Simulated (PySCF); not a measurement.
## Calculated data, CH₇BNSi, BH₆N₂Si

All values are calculated (PySCF 2.14.0). Calculation on a computer-drawn molecule: optimised geometry and harmonic frequencies of an isolated molecule of the commonest isotopes, restricted reference for singlets and unrestricted otherwise, frozen core in MP2.

Common to all runs: charge 1; multiplicity 1; method HF; basis cc-pV(D+d)Z.

(1) CH₇BNSi

Start structure:
```xyz
11
CH7BNSi
B      0.7083    -1.8439    -2.5630
N      1.2827    -1.2520    -1.2723
Si     0.4780    -0.7852     0.1826
C     -1.3432    -0.9848     0.4481
H      1.4333    -2.0625    -3.3642
H     -0.4239    -1.9666    -2.5697
H      2.2598    -1.0895    -1.3625
H      1.4243    -0.3270     1.1164
H     -1.5466    -1.5904     1.2522
H     -1.7975    -0.0483     0.5812
H     -1.8841    -1.3769    -0.4276
```

```
rotational constants                          : 11.9, 3.908, 2.996 GHz
total energy                                  : -409.8241 hartree
convergence status largest gradient component : 3.157e-05 hartree/bohr
```

Drawn bonds:
```csv
atom,other atom,order
1,2,1
2,3,1
3,4,1
1,5,1
1,6,1
2,7,1
3,8,1
4,9,1
4,10,1
4,11,1
```

Optimised structure:
```xyz
11
CH7BNSi
B      0.6896    -1.8036    -2.5017
N      1.2655    -1.2494    -1.2797
Si     0.4785    -0.8282     0.1146
C     -1.3214    -0.9878     0.3778
H      1.4185    -2.0444    -3.4072
H     -0.4869    -1.9889    -2.5336
H      2.2645    -1.1097    -1.2975
H      1.3421    -0.2965     1.1656
H     -1.4894    -1.5997     1.2700
H     -1.7297     0.0070     0.5859
H     -1.8401    -1.4259    -0.4730
```

Modes:
```csv
frequency (cm⁻¹),reduced mass (dalton)
63.44,1.045
181.5,2.418
204.3,2.731
317.9,1.146
355.7,2.868
566.8,1.098
697.7,2.513
787.4,1.486
842.8,1.344
872,1.137
880.6,1.987
977.4,1.266
1084,1.839
1102,1.365
1162,2.61
1343,1.205
1401,1.227
1448,1.513
1518,1.051
1523,1.048
2447,1.044
2746,1.05
2860,1.135
3168,1.037
3247,1.099
3314,1.102
3741,1.076
```

(2) BH₆N₂Si

Start structure:
```xyz
10
BH6N2Si
B     -1.4669     2.9387    -1.1421
N     -0.0235     2.4592    -1.0117
Si     0.5384     1.0403    -0.2764
N     -0.5398    -0.0678     0.4951
H     -2.2821     2.3334    -0.6422
H     -1.5077     3.9607    -1.7039
H      0.6504     3.0509    -1.4461
H      1.9572     0.7912    -0.2430
H     -1.5052     0.1291     0.5578
H     -0.2152    -0.8799     0.9626
```

```
rotational constants                          : 13.2, 4.176, 3.173 GHz
total energy                                  : -425.8610 hartree
convergence status largest gradient component : 2.039e-05 hartree/bohr
```

Drawn bonds:
```csv
atom,other atom,order
1,2,1
2,3,1
3,4,1
1,5,1
1,6,1
2,7,1
3,8,1
4,9,1
4,10,1
```

Optimised structure:
```xyz
10
BH6N2Si
B     -1.3864     2.9257    -1.1201
N     -0.0199     2.4462    -1.0054
Si     0.4975     1.0615    -0.2580
N     -0.5256     0.0228     0.4742
H     -2.2532     2.2676    -0.6291
H     -1.5864     3.9457    -1.6933
H      0.6892     3.0236    -1.4300
H      1.9160     0.7459    -0.2460
H     -1.5235     0.1326     0.5315
H     -0.2021    -0.8159     0.9262
```

Modes:
```csv
frequency (cm⁻¹),reduced mass (dalton)
154.6,2.037
201.3,2.831
319.3,1.158
376.8,2.923
459.7,1.239
605.3,1.303
691.1,1.112
781.6,1.143
807.3,2.627
820.2,1.107
966.1,1.333
1005,1.74
1098,1.361
1135,3.054
1172,2.766
1346,1.217
1446,1.556
1674,1.133
2487,1.045
2732,1.054
2853,1.132
3744,1.056
3748,1.071
3841,1.099
```
